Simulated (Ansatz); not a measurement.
Job for Ansatz (a program for electronic structure): U-PBE0/def2-TZVPP on CoTe, 2S+1 = 6, a spin state set in the input, which need not be the lowest. Elements past Kr take the def2 small-core potentials; no spin–orbit coupling.

Ansatz 0.2 input:
```yaml
crystal:
  periodic: [false, false, false]
  atoms:
    - {symbol: Co, position_ang: [0.00000000, 0.00000000, 0.00000000]}
    - {symbol: Te, position_ang: [0.00000000, 0.00000000, 2.50800000]}
basis:
  gaussian:
    orbitals: def2-TZVPP
hamiltonian:
  xc: {name: PBE0}
magnetization: {spin_polarized: true, initial_magnetization: 5}
relax: {f_tol: 0.002, max_steps: 120}
```

Task: What total energy does the run end on?

Result: -1650.5467 hartree.

Task: How many basis functions does it have, and what does it roughly cost on one machine?

Result: 114 functions; about 27 core-seconds (a rough figure).
